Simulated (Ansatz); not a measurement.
GeH6O3Si can be A, `[OH][GeH2][SiH](O)O`, or B, `O[SiH](O)[O][GeH3]`.

Calculated with Ansatz (gas phase, PBE0-D4/def2-TZVP geometries, no zero-point term in ΔE). CBS: MP2 limit from def2 TZ/QZ plus the TZ coupled-cluster correction, frozen cores. DFT in def2-TZVPP. B3LYP here is the variant with VWN-RPA as its local correlation; programs differ in this. For Ge outer-core shells are correlated without core-valence functions, which leaves a few kJ/mol of doubt a bond. Scalar relativity is left out up to krypton. One conformer a species, not always the lowest.

**Question.** Which is lower in electronic energy at CCSD(T)/CBS, and by how much? (Best estimate.)

**Answer.** The calculation gave: B, by 31.1 kcal/mol.

**Question.** Give E(B) − E(A) in kcal/mol with MP2/def2-TZVPP, r2SCAN-D4, B3LYP-D4, PBE-D4, B2PLYP, PBE0-D4, CCSD(T)/def2-TZVPP. (Estimate.)

**Answer.** Ansatz gave: MP2/def2-TZVPP -32.4, r2SCAN-D4 -30.0, B3LYP-D4 -30.0, PBE-D4 -24.8, B2PLYP -31.5, PBE0-D4 -27.6, CCSD(T)/def2-TZVPP -31.8. None reverses the order clearly.

Largest T1 diagnostic: 0.012.

In def2-TZVPP, CCSD(T) changes the Hartree–Fock value by +6.8 kcal/mol (the triples alone add +0.9 kcal/mol) and MP2 by +6.1 kcal/mol. From PBE to PBE0 (25 % exact exchange), in def2-TZVPP and without D4, E(B) − E(A) moves by −2.8 kcal/mol.
